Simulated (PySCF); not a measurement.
Be(Br)(Et) (C2H5BeBr), SMILES C[CH2][Be][Br]. Atoms are numbered in the order given.

```xyz
9

Be     0.3285    -0.5337     0.0000
Br    -0.0571     1.3974     0.0000
C      0.6618    -2.1740     0.0000
C     -0.5479    -3.1314     0.0000
H      1.3061    -2.3928    -0.8754
H      1.3061    -2.3928     0.8754
H     -1.1873    -2.9824     0.8858
H     -1.1873    -2.9824    -0.8858
H     -0.2384    -4.1904     0.0000
```

Coordinates come from a B3LYP-D3(BJ)/def2-SVP optimisation. The structure was generated by enumeration; whether it is a known compound was not checked. Other conformers were not sampled.

All values below come from PySCF with CAM-B3LYP/def2-TZVPD.

Symmetry labels are those of the subgroup Cs that the program uses (full group Cs).

Q: List the valence orbital energies around the gap with their symmetry. (The exact figures need the calculation; the answer reports its results.)

A: 
```csv
orbital,symmetry,energy (eV)
HOMO−7,A",-13.73
HOMO−6,A',-13.27
HOMO−5,A',-11.93
HOMO−4,A',-11.73
HOMO−3,A",-11.15
HOMO−2,A',-10.07
HOMO−1,A",-10.06
HOMO,A',-9.58
LUMO,A',0.25
LUMO+1,A',0.50
LUMO+2,A",0.69
LUMO+3,A',0.99
```
